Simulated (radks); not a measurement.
Q: Radial electron density D(r) = 4 pi r^2 rho(r) of an atom or ion with 41 electrons. Calculated with a radial shooting solver on a logarithmic mesh with Libxc functionals: scalar-relativistic Kohn-Sham, BLYP, spin-polarised, spherical densities, finite nucleus; Fermi nuclear charge, rms radius of each element as measured or else 0.836 A^(1/3) + 0.57 fm.

r (bohr)  D(r) (e/bohr)  spin D(r)
0.005581          13.94   0.000862
0.006549          17.47    0.00107
0.007625          21.38    0.00129
0.008876          25.80    0.00152
0.01033           30.61    0.00175
0.01203           35.64    0.00195
0.014             40.60    0.00209
0.0163            45.11    0.00211
0.01898           48.73    0.00196
0.0221            51.03    0.00159
0.02572           51.73   0.000966
0.02995           50.78   0.000106
0.03486           48.55  -0.000863
0.04058           45.88   -0.00166
0.04725           43.92   -0.00178
0.055             43.90  -0.000409
0.06403           46.58    0.00360
0.07454           51.72     0.0118
0.08678           57.85     0.0262
0.101             62.56     0.0494
0.1176            63.43     0.0840
0.1369            59.38      0.132
0.1607            51.24      0.199
0.187             43.37      0.273
0.2178            39.19      0.346
0.2535            40.27      0.395
0.2951            44.65      0.396
0.3436            47.84      0.329
0.4               45.88      0.205
0.4656            38.10     0.0667
0.5421            27.36   -0.00891
0.631             17.86     0.0551
0.7346            12.27      0.302
0.8552            10.47      0.715
0.9956            10.44       1.21
1.159             10.09       1.65
1.349             8.631       1.93
1.571             6.464       2.01
1.829             4.372       1.90
2.129             2.821       1.68
2.478             1.841       1.41
2.885             1.247       1.11
3.359            0.8548      0.822
3.942            0.5515      0.546
4.589            0.3363      0.336
5.342            0.1864      0.186
6.219           0.09355     0.0935
7.24            0.04287     0.0429
8.428           0.01817     0.0182
9.812          0.007158    0.00716
11.42          0.002582    0.00258
13.3          0.0008214   0.000821
15.48         0.0002195   0.000220

What is the nuclear charge?

A: Z = 41. The innermost maximum, from 1s, lies near gamma/Z bohr with gamma = sqrt(1 - (Z/c)^2) = 0.954, here 0.0233 bohr (found: 0.0253), and its height grows with Z. The density is that of neutral niobium in [Kr] 4d4 5s0.75 5p0.25; the configuration itself is not fixed sharply by these data, and Z only to a few units. D(r) has 4 maxima, at r = 0.0253, 0.112, 0.355, 1.02 bohr, and minima at 0.0512, 0.227, 0.912 bohr, inside which lie 2.04, 11.06, 29.51 electrons.
